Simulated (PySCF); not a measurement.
# Basis-set dependence of excited states

C2H5NSSi.
Geometry (PBE0-D3(BJ)/def2-SVP, Å), atoms numbered from 1 in this order:
```
atom  x, y, z in Å
N1    -1.673    1.760   -1.131
C2    -1.562    0.750   -0.577
C3    -1.382   -0.508    0.131
S4     0.136   -1.414   -0.350
Si5    1.651   -0.028    0.304
H6    -1.399   -0.327    1.217
H7    -2.220   -1.181   -0.104
H8     2.928   -0.757    0.075
H9     1.464    0.278    1.755
H10    1.609    1.239   -0.479
```

TDDFT with PBE0 (PySCF), vertical singlets, core orbitals frozen in the response, spherical d and f functions. The structure is a single PBE0-D3(BJ)/def2-SVP conformer in the gas phase; no vibrational or solvent corrections.

Task: How do the low singlets change with the basis? Take 6-31G*, def2-SVP, 6-31+G*, def2-SVPD, aug-cc-pVDZ, def2-TZVP and def2-TZVPD.

Result: 

```tsv
basis	functions	diffuse	S1 (eV)	S2 (eV)	S3 (eV)	S4 (eV)	S5 (eV)	LUMO (eV)	α (au)
6-31G*	88	no	5.61	5.93	6.99	7.16	7.46	-0.34	61.3
def2-SVP	103	no	5.67	6.08	6.88	7.21	7.39	-0.34	63.1
6-31+G*	108	yes	5.44	5.75	6.53	6.75	7.07	-0.69	69.4
def2-SVPD	151	yes	5.43	5.80	6.61	6.84	7.04	-0.70	76.1
aug-cc-pVDZ	168	yes	5.41	5.72	6.38	6.60	6.98	-0.70	77.3
def2-TZVP	197	no	5.40	5.90	6.69	7.00	7.13	-0.63	72.1
def2-TZVPD	245	yes	5.33	5.77	6.52	6.66	6.94	-0.77	77.3
```

States are compared by their number. Against the largest diffuse basis here (def2-TZVPD, itself not a converged limit), sets without diffuse functions differ by up to 0.34 eV in S1 and 0.51 eV in S5; the smaller diffuse sets differ by up to 0.11 and 0.12 eV. State by state, the largest deviation of a set without diffuse functions is S1 0.34, S2 0.31, S3 0.47, S4 0.54, S5 0.51 eV. The same number needn't mean the same state in each row. Against def2-TZVPD the polarisability deviates by -21% in 6-31G*, -18% in def2-SVP, -10% in 6-31+G*, -2% in def2-SVPD, 0% in aug-cc-pVDZ, -7% in def2-TZVP. A single + in a Pople set puts diffuse functions on heavy atoms only.
